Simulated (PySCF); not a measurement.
Computed shifts of a molecule C3H8AlCl, PySCF with PBE/pcSseg-1, GIAO, gas phase, equivalent atoms averaged, in ppm (number of nuclei): ¹H: 5.64 (1), 1.73 (2), 1.34 (3), 0.71 (2). ¹³C: 24.5 (1), 24.2 (1), 22.5 (1). References: ³⁵Cl against HCl (σ = 936.5 ppm); ¹H against TMS (σ = 31.49 ppm); ¹³C against TMS (σ = 182.0 ppm), references at their B3LYP-D3(BJ)/def2-TZVP geometries, non-relativistic (without spin–orbit terms, shifts of atoms bonded to Cl or Br come out too high). Geometry optimised at B3LYP-D3(BJ)/def2-SVP. Other conformers were not sampled.

Problem. Which structure fits?
A) C[CH2][Al]([CH3])[Cl]
B) C[CH](C)[AlH][Cl]
C) CC[CH2][AlH][Cl]

Solution. C, CC[CH2][AlH][Cl]
